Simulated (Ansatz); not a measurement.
`CN(C)[Si]Br` → `[SiH]Br` + `C=NC` at 700 K and 1 bar (β-hydride elimination).

Program: Ansatz. Geometries: PBE0-D4/def2-TZVP. ΔE: electronic, gas phase. CBS: MP2 limit from def2 TZ/QZ plus the TZ coupled-cluster correction, frozen cores. For Br outer-core shells are correlated without core-valence functions, which leaves a few kJ/mol of doubt a bond. Scalar relativity is left out up to krypton. One conformer a species, not always the lowest.

```csv
species,CCSD(T)/CBS energy (Eh),H − E (kJ/mol),S (J/(mol·K))
`CN(C)[Si]Br`,-2996.85389,296.9,466.3
`[SiH]Br`,-2862.97869,49.0,302.5
`C=NC`,-133.77870,225.1,327.9
```

H − E and S are ideal-gas, rigid-rotor, harmonic terms from PBE0-D4/def2-TZVP, for one conformer and one mirror image of each species. 1 Eh = 2625.50 kJ/mol, R = 8.31446 J/(mol·K).

By hand: ΔE, ΔH, ΔS and ΔG.

ΔE = (-2862.97869) + (-133.77870) − (-2996.85389) = 0.09650 Eh = 253.4 kJ/mol. Δ(H − E) = 49.0 + 225.1 − 296.9 = -22.8, so ΔH = 230.6 kJ/mol. ΔS = 302.5 + 327.9 − 466.3 = 164.1 J/(mol·K). ΔG = 230.6 − 700 × (164.1)/1000 = 115.7 kJ/mol.

By hand: the equilibrium constant, and the temperature at which ΔG would vanish if ΔH and ΔS stayed fixed.

log₁₀ K = −ΔG/(RT ln 10) = -8.6. ΔG = 0 at ΔH/ΔS = 1405 K.

The number of gas molecules changes by +1, which sets the sign of ΔS. A doubt of 5 kJ/mol in ΔE shifts log₁₀ K by 0.4 here. Other conformers and mirror images would add mixing entropy, several J/(mol·K) or more a flexible species. These are equilibria of isolated gas molecules and say nothing of rates. Largest T1 diagnostic: 0.012 (customary marks: 0.02 for closed shells, 0.045 for open ones).
